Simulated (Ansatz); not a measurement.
Program: Ansatz. Geometries: PBE0-D4/def2-TZVP. ΔE: electronic, gas phase. CCSD(T)/CBS is the MP2 limit (def2-TZVPP, def2-QZVPP) plus CCSD(T) − MP2 in def2-TZVPP, frozen cores. This one scheme is used for every species. Each species was taken in one conformer, which may not be the lowest.

`F[SiH](F)S[SiH3]` + `CO[SiH2]S` → `CO[SiH2]S[SiH](F)F` + `[SiH3]S`  (ligand exchange at the Si–S bond)

`F[SiH](F)S[SiH3]`:

```xyz
9

F    -1.275    0.010   -1.560
Si   -0.041    0.970   -1.283
F    -0.632    2.198   -0.475
S     1.449   -0.031   -0.196
Si    0.190   -0.993    1.267
H     0.501    1.461   -2.559
H    -0.337   -2.269    0.731
H    -0.926   -0.095    1.645
H     1.071   -1.250    2.430
```

`CO[SiH2]S`:

```xyz
10

C     0.983   -1.352    0.140
O     0.647   -0.074   -0.353
Si   -0.852    0.568   -0.191
S    -0.832    2.600   -0.795
H     2.064   -1.473    0.063
H     0.693   -1.470    1.191
H     0.503   -2.144   -0.446
H    -1.279    0.427    1.227
H    -1.838   -0.090   -1.086
H    -0.091    3.008    0.250
```

`CO[SiH2]S[SiH](F)F`:

Cartesian coordinates in Å:
```
C -1.682 -0.736 -0.668
O -0.878 0.405 -0.442
Si -0.508 1.030 1.025
S 1.573 1.529 0.992
Si 2.143 -0.030 -0.308
F 1.531 -1.420 0.160
F 3.719 -0.153 -0.192
H -1.597 -1.458 0.150
H -1.347 -1.212 -1.590
H -2.731 -0.446 -0.781
H -1.224 2.297 1.302
H -0.806 0.022 2.073
H 1.806 0.172 -1.722
```

`[SiH3]S`:

Z-matrix (Å, degrees):
```
Si
S 1 2.137
H 1 1.485 2 111.6
H 1 1.485 2 111.6 3 -122.0
H 1 1.482 2 104.8 3 119.0
H 2 1.344 1 94.7 3 60.9
```

| species | CCSD(T)/def2-TZVPP energy (Eh) |
| --- | --- |
| `F[SiH](F)S[SiH3]` | -1177.91941 |
| `CO[SiH2]S` | -803.61698 |
| `CO[SiH2]S[SiH](F)F` | -1292.33266 |
| `[SiH3]S` | -689.20524 |

Question: Work out ΔE.

Answer: ΔE = (-1292.33266) + (-689.20524) − (-1177.91941) − (-803.61698) = -0.00151 Eh = -0.04 eV. CCSD(T)/CBS gives -0.04 eV.

Largest T1 diagnostic among the species: 0.012.

The D4 term adds −0.05 eV with B3LYP and −0.03 eV with PBE0; it sums over pairs of atoms, weighted by their polarisabilities, and B3LYP, whose exchange is more repulsive, gets the larger term. In def2-TZVPP, CCSD(T) changes the Hartree–Fock value by −0.04 eV (the triples alone add −0.01 eV) and MP2 by −0.04 eV.

B3LYP here is the variant with VWN-RPA as its local correlation; programs differ in this.
